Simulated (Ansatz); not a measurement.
Calculation: frozen-core CCSD(T)/def2-TZVPP // PBE-D3(BJ)/def2-SVP run with Ansatz (a first-principles code).

Ansatz 0.2 input:
```yaml
crystal:
  periodic: [false, false, false]
  atoms:
    - { symbol: Cd, position_ang: [0.115255, 0.072221, 0.06583] }
    - { symbol: F, position_ang: [-1.356434, 1.023871, 0.905216] }
    - { symbol: N, position_ang: [1.528323, -1.077072, -0.804206] }
    - { symbol: H, position_ang: [2.384285, -1.038578, -0.228598] }
    - { symbol: H, position_ang: [1.801564, -0.641435, -1.699238] }
basis:
  gaussian: { orbitals: def2-TZVPP }
correlation:
  method: ccsd_t
```

Output:

```
Functional definition: HF
951 factors; integrals over basis functions are off by at most 6.9e-4 eV
mean field evaluation 1: about -8757.5605 eV, gradient 4.7e1 eV
mean field evaluation 2: about -8757.8082 eV, gradient 4.7e1 eV
mean field evaluation 4: about -8761.7499 eV, gradient 2.4e0 eV
mean field evaluation 8: about -8761.7885 eV, gradient 3.2e-1 eV
mean field evaluation 16: about -8761.7889 eV, gradient 2.0e-6 eV
mean field -8761.78887843 eV, -321.9898023286 hartree, gradient 2.0e-6 eV, S^2 0.000000; 0 other end points of the search recorded, 0 dependent functions left out
2 core orbitals not correlated
reference -8761.78887843 eV, -321.9898023286 hartree; 17, 17 occupied and 127, 127 virtual orbitals, 951 factors
second order -32.46358190 eV of doubles, -0.00000000 eV of singles
cycle   1  -30.89423589 eV  change     1.6e0 eV  update   1.3e-1
cycle   2  -31.56395135 eV  change   -6.7e-1 eV  update   4.4e-2
cycle   3  -31.73880430 eV  change   -1.7e-1 eV  update   2.5e-2
cycle   4  -31.71850035 eV  change    2.0e-2 eV  update   1.0e-2
cycle   5  -31.69547729 eV  change    2.3e-2 eV  update   3.9e-3
cycle   6  -31.69865217 eV  change   -3.2e-3 eV  update   1.7e-3
cycle   7  -31.70017646 eV  change   -1.5e-3 eV  update   5.1e-4
cycle   8  -31.69957431 eV  change    6.0e-4 eV  update   2.7e-4
cycle   9  -31.69949928 eV  change    7.5e-5 eV  update   1.1e-4
cycle  10  -31.69973791 eV  change   -2.4e-4 eV  update   5.3e-5
cycle  11  -31.69960414 eV  change    1.3e-4 eV  update   2.3e-5
cycle  12  -31.69959542 eV  change    8.7e-6 eV  update   9.4e-6
perturbative correction -0.99377645 eV, -0.0365206111 hartree
Total energy: -8794.48225030 eV, -323.1912615845 hartree
```

Cost: roughly 70 core-seconds.
